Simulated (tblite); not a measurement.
Start geometry of `FC([Si](P)CF)(F)F` [radical] from a force field or distance geometry (Å):
```
atom  x, y, z in Å
F1    -0.194    1.985    1.419
C2    -0.822    1.586    0.259
Si3   -0.004    0.169   -0.591
P4     2.159    0.140   -0.517
C5    -0.827   -1.426   -0.063
F6    -0.660   -2.299   -1.144
F7    -0.168   -1.908    1.042
F8    -2.168   -1.251    0.169
H9    -1.868    1.335    0.538
H10   -0.898    2.447   -0.421
H11    2.707   -0.064    0.805
H12    2.744   -0.715   -1.521
```

**Question.** What comes out of this run: GFN2-xTB geometry optimisation, gas phase in tblite 0.8.0?

**Answer.** 
```
atom  x, y, z in Å
F1     0.043    2.722    0.002
C2    -0.716    1.587    0.178
Si3    0.181    0.097   -0.681
P4     2.192   -0.310    0.221
C5    -0.937   -1.399   -0.038
F6    -0.506   -2.590   -0.491
F7    -0.926   -1.481    1.311
F8    -2.229   -1.293   -0.398
H9    -0.799    1.433    1.261
H10   -1.707    1.803   -0.230
H11    2.560   -1.280   -0.705
H12    2.846    0.711   -0.456
```

The energy falls by 1.462 eV over 191 L-BFGS steps, the largest force on an atom goes from 2.18 to 0.009 eV/Å, and the atoms move by 1.103 Å rms after alignment. The bond that changes most is Si3–C5 (ends: silicon bonded to 2 C and P; carbon bonded to 3 F and Si), which lengthens by 0.105 Å. Bonds longer at the end by more than 0.005 Å: 3 of 11; shorter: 7. Among the angles that change most is H11–P4–H12, from 113.5° to 93.6°. Among the dihedrals that turn most is C5–Si3–P4–H11, from -62° to 79°. Rotational constants go from 1558, 1113, 795.9 to 1630, 1024, 733.7 MHz. The orientation of the end geometry is arbitrary; only internal coordinates are fixed.

On one thread, Arm Neoverse V2 (aarch64), shared host, this took 1.1 s of wall time.

Its GFN2-xTB frequencies are all real (lowest 16 cm⁻¹).

One conformer stands for the species.

The numbers are calculated, not measured.
